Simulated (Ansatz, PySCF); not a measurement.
C2BrCl2F, SMILES C(=C(/Br)Cl)(/F)Cl. Atoms are numbered in the order given.

```xyz
6

F     -1.9234    -0.7328     0.0000
C     -0.6344    -0.9857     0.0000
Cl    -0.2557    -2.6458     0.0000
C      0.2786    -0.0006     0.0000
Cl     1.9582    -0.3114     0.0000
Br    -0.2719     1.7868     0.0000
```
Charge 0, spin multiplicity 1.

Geometry: PBE0-D3(BJ)/def2-SVP. The structure was generated by enumeration; whether it is a known compound was not checked.

Two levels are set side by side: PBE-D3(BJ)/def2-SVP (Ansatz, a quantum-chemistry and plane-wave program) and PBE0-D3(BJ)/def2-SVP (Ansatz). Each level has its own optimised geometry; the coordinates shown are those of the second. Frequencies come from the Hessian of PySCF at each geometry. Differences are taken from unrounded values.

| quantity | PBE0-D3(BJ) | PBE-D3(BJ) | PBE-D3(BJ) minus PBE0-D3(BJ) |
|---|---|---|---|
| mean bond length (Å) | 1.588 | 1.602 | 0.015 |
| bond F1–C2 (Å) | 1.314 | 1.329 | 0.015 |
| bond C2–Cl3 (Å) | 1.703 | 1.718 | 0.015 |
| bond C2–C4 (Å) | 1.343 | 1.357 | 0.014 |
| bond C4–Cl5 (Å) | 1.708 | 1.720 | 0.012 |
| bond C4–Br6 (Å) | 1.870 | 1.888 | 0.017 |
| highest harmonic wavenumber (cm⁻¹) | 1733 | 1645 | -88 |
| mean harmonic wavenumber (cm⁻¹) | 617 | 583 | -33 |
| zero-point energy (kcal/mol) | 10.58 | 10.00 | -0.57 |

Exact exchange shortens and stiffens bonds; PBE has none. Differences between two approximate levels are no errors against the true value.
